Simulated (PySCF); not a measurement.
A structure optimised at PBE-D3(BJ)/def2-SVP, used in a PySCF frequency run:

```
C
H 1 1.1118
H 1 1.1137 2 106.50
C 1 1.5031 2 109.34 3 117.31
C 4 1.3446 1 125.14 2 12.52
H 5 1.1013 4 121.71 1 179.88
H 5 1.1034 6 117.04 4 -179.50
H 4 1.1054 5 118.59 6 0.34
C 1 1.5292 2 108.64 3 -116.24
H 9 1.1037 1 112.51 2 62.84
C 9 1.5097 10 115.44 1 145.25
H 11 1.1011 9 118.58 10 -3.09
H 11 1.1023 12 114.56 9 145.04
C 9 1.5124 10 115.08 1 -147.54
H 14 1.1012 9 118.09 10 2.46
H 14 1.1012 15 113.88 9 -146.07
```

Task: Write its SMILES and formula.

Result: C=CCC1CC1, C6H10

Task: What are its rotational constants (standard atomic weights)?

Result: 6.8777, 2.2834, 2.1230 GHz
